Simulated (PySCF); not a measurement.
**Be+: excitation energy**

Be+ [He] 2s1 (2S) → Be+ [He] 3d1 (2D), as a difference of total energies. Calculation: PySCF 2.14, in aug-cc-pVQZ-DK (6s5p4d3f2g, 80 functions); the spin-free X2C one-electron Hamiltonian (Gaussian nucleus). The calculations carry no spin-orbit coupling.

```
method  excitation energy (eV)
   UHF                  12.160
   LDA                  11.834
   PBE                  11.761
  PBE0                  11.886
   M06                  11.281
  BLYP                  11.757
 HSE06                  11.861
```

**Question.** Estimate what BP86 gives.

**Answer.** 11.527 eV, closest to BLYP among the rows shown.

**Question.** Estimate what r2SCAN gives.

**Answer.** 11.756 eV, closest to BLYP among the rows shown.

For comparison: 12.157 eV (measured; NIST levels, between the centres of gravity of the two terms).
